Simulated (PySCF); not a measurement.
# How methods differ on the ionisation energy of Pd²²⁺

Pd²²⁺ [Ar] 3d6 (5D) → Pd²³⁺ [Ar] 3d5 (6S), as a difference of total energies. All numbers are calculated (PySCF 2.14, the spin-free X2C one-electron Hamiltonian (Gaussian nucleus), in an uncontracted even-tempered set (19 s from 2.5 bohr⁻², ratio 2.5; 12 p from 3.2 bohr⁻², ratio 2.5; 8 d from 3.2 bohr⁻², ratio 2.5; 4 f from 14 bohr⁻², ratio 2.7; 3 g from 21 bohr⁻², ratio 2.7)). Correlated levels: outer shells: [Ne] frozen; virtual orbitals above 40 to 60 times the deepest correlated orbital energy dropped. The calculations carry no spin-orbit coupling.

```json
{"method": "UHF", "ionisation energy (eV)": "1062.6"}
{"method": "LDA", "ionisation energy (eV)": "1065.1"}
{"method": "PBE", "ionisation energy (eV)": "1065.5"}
{"method": "PBE0", "ionisation energy (eV)": "1065.3"}
{"method": "r2SCAN", "ionisation energy (eV)": "1065.4"}
{"method": "BP86", "ionisation energy (eV)": "1066.0"}
{"method": "BHandHLYP", "ionisation energy (eV)": "1065.0"}
{"method": "MP2 (outer shells)", "ionisation energy (eV)": "1063.9"}
{"method": "SCS-MP2 (outer shells)", "ionisation energy (eV)": "1064.1"}
```

A first-order spin-orbit estimate (lowest level to lowest level, LS coupling) adds 2.511 eV.

Breit and QED terms and the two-electron picture change are absent.

For comparison: 1065 ± 4 eV (theoretical estimate listed by NIST; NIST Atomic Spectra Database, ionization energies).
